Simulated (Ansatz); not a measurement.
Ansatz results at the PBE0-D4/def2-TZVP geometry: LUMO energy (PBE/def2-TZVPP) -1.62 eV; HOMO–LUMO gap (B3LYP/def2-TZVPP) 5.88 eV; HOMO energy (ωB97M-V/def2-TZVPP) -9.14 eV.

Each molecule was computed in one conformer, which needn't be the lowest.

(1) Which molecule gave them?
A. `CO[AsH][SiH3]`
B. `OC[SiH2][AsH2]`
C. `OC([SiH3])[AsH2]`
D. `C[As](C)[SiH3]`

## Answers

(1) A. The others give `C[As](C)[SiH3]`: -0.54, 6.51, -8.72; `OC([SiH3])[AsH2]`: -1.06, 6.53, -9.32; `OC[SiH2][AsH2]`: -0.42, 7.24, -9.35.

B3LYP here is the variant with VWN-RPA as its local correlation; programs differ in this.
